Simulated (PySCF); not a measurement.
Species: N-tert-butylformamide, C₅H₁₁NO.
Z-matrix (Å and degrees, PBE0-D3(BJ)/def2-TZVP geometry), rows numbered from 1:
```
C 
C   1  1.5260
C   2  1.5258  1  110.51
C   2  1.5220  1  109.99  3   121.67
N   2  1.4671  1  109.83  3  -121.40
C   5  1.3475  2  126.06  1    61.21
O   6  1.2112  5  126.25  2    -0.81
H   1  1.0924  2  110.53  3  -179.40
H   1  1.0923  2  109.93  3   -59.77
H   1  1.0896  2  110.49  3    60.24
H   3  1.0923  2  109.94  1    59.14
H   3  1.0896  2  110.48  1   -60.87
H   3  1.0925  2  110.55  1   178.75
H   4  1.0938  2  111.06  1   178.98
H   4  1.0909  2  110.02  1   -61.65
H   4  1.0936  2  111.06  1    57.80
H   5  1.0061  2  117.43  1  -120.50
H   6  1.1080  5  111.63  2   179.24
```

All values: wB97X-D/pcSseg-2 (PySCF, non-relativistic), on one gas-phase PBE0-D3(BJ)/def2-TZVP geometry that isn't relaxed in the solvent. The solvent is an IEF-PCM continuum (cavity from Bondi-type radii × 1.2). Specific hydrogen bonds and non-electrostatic terms are outside this model.

Gas phase at wB97X-D/pcSseg-2: HOMO -9.25 eV, LUMO 1.97 eV, dipole 3.88 D.

**Question.** What does the continuum do to the energy, the frontier levels and the dipole at wB97X-D/pcSseg-2 in chloroform?

**Answer.** 
```csv
solvent,ε,E(solvent) − E(gas) (kJ/mol),polarisation term (kJ/mol),distortion of the solute (kJ/mol),HOMO (eV),LUMO (eV),dipole (D)
chloroform,4.711,-22.56,-26.71,4.15,-9.34,2.32,4.89
```

The polarisation term is half the interaction of the solute with the surface charges that it induces; the rest is the cost of distorting the solute's density. The sum is the electrostatic part of solvation alone.

**Question.** Which radius a makes the point-dipole formula ΔE = −[(ε − 1)/(2ε + 1)]·μ²/a³ give the value in chloroform, with the gas-phase dipole?

**Answer.** μ = 1.525 au and |ΔE| = 0.00859 Eh give a = 2.43 Å; the farthest nucleus lies 3.19 Å from the centroid of the nuclei, so such a sphere wouldn't even hold the nuclei. The formula assumes a rigid point dipole at the centre of a sphere.

The run took 4.8 min wall, 8.0 min CPU on 2 threads of an Intel Xeon at 2.50 GHz, no GPU (shared host), and the process peaked at 2.9 GiB of memory. This is the whole shielding run at wB97X-D/pcSseg-2 in chloroform, SCF included.

The pairwise dispersion term of wB97X-D wasn't added to the energies; at a given geometry it leaves orbitals and properties as they are.
